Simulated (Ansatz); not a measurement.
System: SiO₂, charge 1, doublet. SiO2+ (parent SMILES O=[Si]=O, doublet).
B3LYP-D3(BJ)/def2-TZVP minimum from Ansatz (a quantum-chemistry and plane-wave program):
```xyz
3

O      0.0000     0.0000    -1.5458
Si     0.0000     0.0000     0.0000
O      0.0000     0.0000     1.5458
```
Charge +1, spin multiplicity 2.

Hartree-Fock and CCSD correlation energies in hartree (Ansatz). Radicals and triplets start from unrestricted determinants; spin-orbit coupling is neglected. Correlated methods leave the cores frozen. No relativity. The UHF reference of O2Si+ (parent SMILES O=[Si]=O, doublet) is spin-contaminated (<S^2> up to 0.40 over the pure value in the sets run). The determinant of O2Si+ (parent SMILES O=[Si]=O, doublet) is a saddle point of the SCF energy; a lower one exists, which strains HF and MP2. The spin of O2Si+ (parent SMILES O=[Si]=O, doublet) was assumed, and the state is the lowest solution found for it.

```
basis        X       E(HF)  E(corr, CCSD)
-----------  -  ----------  -------------
cc-pV(T+d)Z  3  -438.31021       -0.53387
cc-pV(Q+d)Z  4  -438.32408       -0.56861
cc-pV(5+d)Z  5  -438.32794       withheld
```

Question: Fit E(corr) = E∞ + A/X³ to X = 3 and 4, predict X = 5, and compare with the run.

Answer: A = (-0.53387 - (-0.56861))/(1/27 - 1/64) = 1.6225; E∞ = -0.56861 - A/64 = -0.59396; at X = 5, E∞ + A/125 = -0.58098. The run gave -0.58157, 0.59 mEh below the prediction. The same form on X = 4 and 5 gives E∞ = -0.59517, 1.21 mEh below the first estimate.
